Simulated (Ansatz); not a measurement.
`[CH3][Ge]([NH2])([F])[Cl]` + H₂O → `[CH3][Ge]([OH])([F])[Cl]` + NH₃ at 600 K and 1 bar (formal hydrolysis of a Ge–N bond).

Calculated with Ansatz (gas phase, PBE0-D4/def2-TZVP geometries, no zero-point term in ΔE). CCSD(T)/CBS is the MP2 limit (def2-TZVPP, def2-QZVPP) plus CCSD(T) − MP2 in def2-TZVPP, frozen cores. This one scheme is used for every species. For Ge outer-core shells are correlated without core-valence functions, which leaves a few kJ/mol of doubt a bond. Scalar relativity is left out up to krypton. One conformer a species, not always the lowest.

```
                    species  CCSD(T)/CBS energy (Eh)  H − E (kJ/mol)  S (J/(mol·K))
`[CH3][Ge]([NH2])([F])[Cl]`              -2731.56957           240.8          470.0
                        H₂O                -76.37941            76.8          212.8
 `[CH3][Ge]([OH])([F])[Cl]`              -2751.44935           205.7          457.8
                        NH₃                -56.50880           112.4          219.5
```

H − E and S are ideal-gas, rigid-rotor, harmonic terms from PBE0-D4/def2-TZVP, for one conformer and one mirror image of each species. 1 Eh = 2625.50 kJ/mol, R = 8.31446 J/(mol·K).

By hand: ΔE, ΔH, ΔS and ΔG.

ΔE = (-2751.44935) + (-56.50880) − (-2731.56957) − (-76.37941) = -0.00917 Eh = -24.1 kJ/mol. Δ(H − E) = 205.7 + 112.4 − 240.8 − 76.8 = 0.5, so ΔH = -23.6 kJ/mol. ΔS = 457.8 + 219.5 − 470.0 − 212.8 = -5.5 J/(mol·K). ΔG = -23.6 − 600 × (-5.5)/1000 = -20.3 kJ/mol.

By hand: the equilibrium constant, and the temperature at which ΔG would vanish if ΔH and ΔS stayed fixed.

log₁₀ K = −ΔG/(RT ln 10) = 1.8. ΔG = 0 at ΔH/ΔS = 4291 K, far beyond where these terms or the molecules hold.

The number of gas molecules stays the same, so ΔS is small and ΔH decides. A doubt of 5 kJ/mol in ΔE shifts log₁₀ K by 0.4 here. Other conformers and mirror images would add mixing entropy, several J/(mol·K) or more a flexible species. These are equilibria of isolated gas molecules and say nothing of rates. Largest T1 diagnostic: 0.011 (customary marks: 0.02 for closed shells, 0.045 for open ones).
